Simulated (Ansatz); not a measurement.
Ansatz (a quantum-chemistry and plane-wave program) job for C₄H₅NSi, SMILES C#C[SiH](N)C#C, PBE/def2-SVPD. Geometry optimised at B3LYP-D3(BJ)/def2-SVP. The structure was generated by enumeration, and PubChem lists no compound with its InChIKey, so it may never have been made. The values are those of a single conformer.

Ansatz 0.2 input:
```yaml
crystal:
  periodic: [false, false, false]
  atoms:
    - {symbol: C, position_ang: [2.62042147, -0.32060759, -0.77785311]}
    - {symbol: C, position_ang: [1.53657555, -0.25942543, -0.22777923]}
    - {symbol: Si, position_ang: [-0.09951399, -0.15653138, 0.59871436]}
    - {symbol: N, position_ang: [-0.82107199, -1.72381570, 0.55350657]}
    - {symbol: C, position_ang: [-1.05454257, 1.16958050, -0.25983756]}
    - {symbol: C, position_ang: [-1.71351962, 2.02998948, -0.81592479]}
    - {symbol: H, position_ang: [3.57869313, -0.37474577, -1.26165178]}
    - {symbol: H, position_ang: [0.04389369, 0.24210881, 2.02158955]}
    - {symbol: H, position_ang: [-0.87431647, -2.21712080, -0.33335063]}
    - {symbol: H, position_ang: [-1.65022419, -1.90040335, 1.11367988]}
    - {symbol: H, position_ang: [-2.29095516, 2.79108843, -1.30844614]}
basis:
  gaussian:
    orbitals: def2-SVPD
hamiltonian:
  xc: {name: PBE}
```

It prints:

```
WARN ansatz: RAYON_NUM_THREADS=1 ignored (pool sized by the plan → 1); use --threads N
Functional definition: PBE
integrals: 0.09 GiB planned
1399 factors; their error is unknown
mean field: 0.63 GiB planned
mean field evaluation 1: about -13561.1958 eV, gradient 8.0e1 eV
mean field evaluation 2: about -13534.4885 eV, gradient 1.3e2 eV
mean field evaluation 4: about -13576.0081 eV, gradient 1.5e1 eV
mean field evaluation 8: about -13576.5853 eV, gradient 3.8e-1 eV
mean field evaluation 16: about -13576.5311 eV, gradient 2.6e-4 eV
mean field -13576.53106345 eV, -498.9283140786 hartree, gradient 6.8e-5 eV, S^2 0.000000; 0 other end points of the search recorded, 0 dependent functions left out
reference -13576.53111246 eV, -498.9283158796 hartree; 25, 25 occupied and 139, 139 virtual orbitals, 1399 factors
Total energy: -13576.53111246 eV, -498.9283158796 hartree
```

The run converged.
